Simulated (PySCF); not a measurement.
**Working out the ionisation energy of Ga**

Ga [Ar] 3d10 4s2 4p1 (2P) → Ga⁺ [Ar] 3d10 4s2 (1S). Computed with PySCF 2.14 in x2c-TZVPPall with one added diffuse shell each of s, p, d type (7s6p5d1f, 57 functions), with the spin-free X2C one-electron Hamiltonian (Gaussian nucleus). Frozen: [Ne]. Energies in hartree (1 hartree = 27.21139 eV):

```csv
part,Ga (lower),Ga⁺ (upper)
UHF,-1942.169632,-1941.966795
CCSD correlation,-0.318313,-0.306431
(T),-0.009847,-0.008851
```

What does Hartree-Fock give?

(-1941.966795) − (-1942.169632) = 0.202837 hartree = 5.519 eV.

What do CCSD and CCSD(T) give?

The CCSD correlation energies differ by 0.011882 hartree = 0.323 eV and the triples by 0.000996 hartree = 0.027 eV, so CCSD gives 5.842 eV and CCSD(T) 5.869 eV.

Measured between the centres of the two terms (NIST): 5.931 eV, so CCSD(T) (valence and next inner shell) is off by -0.062 eV.

What remains against the reference includes basis incompleteness, the frozen core and higher excitations.
